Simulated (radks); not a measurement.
Excited configurations of the tungsten ion W+: one electron is placed in a higher orbital outside [Xe] 4f14 5d4. The ground configuration is [Xe] 4f14 5d4 6s1. Calculated with a radial shooting solver on a logarithmic mesh with Libxc functionals: scalar-relativistic Kohn-Sham, BLYP, spin-unpolarised, spherical densities, finite nucleus; Fermi nuclear charge, rms radius 5.3658 fm. Excitation = E - E(ground); binding = E(ion) - E, where the ion is the core of charge +2; n* = 2/sqrt(2 binding) in atomic units, and the quantum defect is n - n*.

outer orbital	excitation (eV)	binding (eV)	n*	quantum defect	eigenvalue (eV)
5f	12.253	3.493	3.947	1.053	-2.333
6p	5.450	10.296	2.299	3.701	-7.525
6d	10.507	5.239	3.223	2.777	-3.712
7s	9.401	6.345	2.929	4.071	-4.937
7p	10.788	4.958	3.313	3.687	-3.830
7d	12.496	3.250	4.092	2.908	-2.439

The Delta-SCF ionisation energy is 15.746 eV (NIST Atomic Spectra Database: 16.4 eV, semi-empirical). Self-interaction in the functional shifts the binding energies and quantum defects, so they are the method's values and not measured ones. Spin polarisation and multiplet splitting are left out, so open shells lie too high by an amount that depends on their filling. Spin-orbit splitting is averaged out at the scalar-relativistic level.

Beside tabulated values, note that spin-unpolarised runs miss the spin-polarisation part of the exchange energy of open shells.
